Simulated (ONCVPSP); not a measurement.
## Zn: one change to an ONCV potential, before and after

- Element: Zn
- Generator: ONCVPSP 4.0.1
- Type: optimised norm-conserving Vanderbilt (ONCV)
- Functional: PBEsol
- Relativity: fully relativistic
- Frozen core: [Ne]
- Valence charge: 20
- Reference configuration: 3s2 3p6 3d10 (charge +2)
- Partial waves: 3s: rc 1.00 bohr, ncon 4, nbas 9, qcut 14.7 1/bohr, 3 projectors, debl 1.6 Ha; 3p: rc 0.75 bohr, ncon 5, nbas 9, qcut 12.2 1/bohr, 2 projectors, debl 2.5 Ha; 3d: rc 1.35 bohr, ncon 3, nbas 7, qcut 9.7 1/bohr, 2 projectors, debl 3.8 Ha
- Local potential: polynomial inside 0.70 bohr (lpopt 4, dvloc0 0 Ha)
- Core correction: none

Open shells are filled in proportion to 2j + 1.

In the s channel the program set the typed energies aside and used -5.502, 0.250, 1.850 Ha. In the p channel the program set the typed energies aside and used -3.789, 0.250 Ha (j = l + 1/2; the other j can differ).

All-electron outer shells of the reference configuration (PBEsol, scalar-relativistic, ld1.x):

```tsv
shell	level (eV)	outermost node (bohr)	outermost maximum (bohr)
3s	-149.76	0.28	0.59
3p	-104.12	0.25	0.59
3d	-30.83	–	0.57
```

Change: s: rc 0.72.

Cutoffs: the cutoffs (Ha) at which the residual kinetic energy of the hardest occupied pseudo-wave falls to 1 and 0.1 mHa per electron; they do not see the model core or the augmentation charge, which bear on the density cutoff. Errors are all-electron minus pseudo energies relative to the spin-unpolarised reference configuration.

Problem. What does the change do?

Solution. The potential gets neither clearly harder nor softer (95 Ha and 409 Ha → 95 Ha and 409 Ha); a bound ghost appears in s, which as a rule spoils a file; the errors of the 4 common tests hardly move.

```csv
quantity,base,changed
"cutoff, loose",95 Ha,95 Ha
"cutoff, tight",409 Ha,409 Ha
loose cutoff by channel,"s 68 Ha, p 95 Ha, d 43 Ha","s 88 Ha, p 95 Ha, d 43 Ha"
bound ghosts,none,s
GHOST(+) flags under 300 eV,none,none
"error for 3s2 3p6 3d10 4s2, meV [ΔE -28.25 eV]",+16,+17
"error for 3s2 3p6 3d10 4s1, meV [ΔE -18.35 eV]",+5.3,+5.4
"error for 3s2 3p6 3d9, meV [ΔE 40.51 eV]",+103,+103
"error for 3s2 3p6 3d10 4s1.5, meV [ΔE -24.30 eV]",+11,+11
p3/2: phases at 0.76 bohr within 0.05 rad from the reference energy up to (Ha; the scan ends near 5),to the end of the scan,to the end of the scan
p1/2: phases at 0.76 bohr within 0.05 rad from the reference energy up to (Ha; the scan ends near 5),to the end of the scan,to the end of the scan
d5/2: phases at 1.37 bohr within 0.05 rad from the reference energy up to (Ha; the scan ends near 5),to the end of the scan,to the end of the scan
d3/2: phases at 1.37 bohr within 0.05 rad from the reference energy up to (Ha; the scan ends near 5),to the end of the scan,to the end of the scan
```

 A true bound ghost makes a file unfit for plane-wave use even where its test errors are small: the radial tests pick states by their node count and pass the ghost by.
